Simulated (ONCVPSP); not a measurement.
**lanthanum (La): excitation energies, all-electron against ONCV**

ONCVPSP 4.0.1 input, shortened (lines: element, Z, core and valence counts, functional; n l f; lmax; l rc ep ncon nbas qcut; lloc lpopt rc5 dvloc0; l nproj debl; icmod fcfact rcfact), PBE, scalar-relativistic:

```
  La 57.00    9    3        4      upf
    1    0    2.00
    2    0    2.00
    2    1    6.00
    3    0    2.00
    3    1    6.00
    3    2   10.00
    4    0    2.00
    4    1    6.00
    4    2   10.00
    5    0    2.00
    5    1    6.00
    5    2    1.00
    3
    0    2.25    0.00    3    6    5.60
    1    2.40    0.00    5    9    4.80
    2    3.10    0.00    4    8    4.60
    3    2.75    0.38    4    9    3.70
    4    5    2.05    1.00
    0    3    3.20
    1    3    2.80
    2    2    3.10
    3    2    2.70
    3    3.50    1.60
```

In the f channel the program set the typed energies aside and used -0.624, 2.076 Ha.

Energies are relative to the spin-unpolarised reference configuration 5s2 5p6 5d1; without spin polarisation the order of configurations can differ from experiment.

```csv
valence configuration,charge,ΔE all-electron (eV),error AE − PS (meV)
5s2 5p6 5d0,+3,18.950,-22
5s1 5p6 5d1 6s2,+1,27.162,-67
```

**Question.** What are ΔE and the potential's error for 5s2 5p6 5d1 6s1?

**Answer.** ΔE = -10.888 eV all-electron; the error (AE − PS) is -1.0 meV.

**Question.** What are ΔE and the potential's error for 5s2 5p6 5d1 6s2?

**Answer.** ΔE = -16.854 eV all-electron; the error (AE − PS) is -4.7 meV.

Levels in the configuration 5s1 5p6 5d1 6s2:

```
level  all-electron (eV)  pseudo (eV)
   5s            -49.409      -49.520
   5p            -32.309      -32.390
   5d            -11.144      -11.140
   6s             -9.694       -9.690
```
